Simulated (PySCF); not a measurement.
Structure with atom numbers: `[CH3:1][O:2][c:3]1[cH:4][cH:5][cH:6][c:7]([F:8])[cH:9]1`. Hydrogens are named by the atom that carries them.

Isolated molecule, one computed conformer, relativity neglected, one averaged value for each set of equivalent atoms. Coordinates at the GFN2-xTB level; σ from GIAO-PBE0/pcSseg-1; PySCF 2.14.0 with density-fitted response routines.

Chemical shifts δ = σref − σ; 13C (186.93 ppm), 1H (31.72 ppm) against TMS; 17O (336.08 ppm) against H2O; CFCl3 for 19F (170.95 ppm), all at this level.

```csv
atoms,nucleus,count,δ (ppm)
H(C5),1H,1,7.52
H(C9),1H,1,6.51
H(C4),1H,1,7.00
C6,13C,1,?
F8,19F,1,-114.2
C3,13C,1,168.2
O2,17O,1,108.5
C4,13C,1,?
C5,13C,1,135.8
C9,13C,1,101.3
C7,13C,1,?
H(C6),1H,1,6.89
H(C1),1H,3,?
C1,13C,1,56.0
```

Q: Estimate the values marked ?.

A: 
- C7: 174.0 ppm, aromatic carbon bearing fluorine; an ipso carbon deshielded by its heteroatom
- C4: 118.8 ppm, aromatic CH; resonance donation from the substituent shields this position
- C6: 111.9 ppm, aromatic CH; π donation from the O or N substituent raises the electron density at positions ortho and para to it
- H(C1): 3.92 ppm, hydrogen on a methyl carbon bonded to O; its carbon carries O, hence the downfield position

Shifts are as computed. Against solution values, carbons near 30 ppm lie about +3 ppm off and those near 130 ppm about +5 ppm. Of 1211 compounds with measured shifts, 218 miss one by over three times the rms of a fit or turn the order of signals round; such compounds aren't used in these exercises. Unscaled 19F shifts against computed CFCl3 carry errors that often reach 10 to 50 ppm. Experimental scales use liquid or dissolved standards, which lie at an offset from isolated H2O (liquid H2O: subtract about 36 ppm).
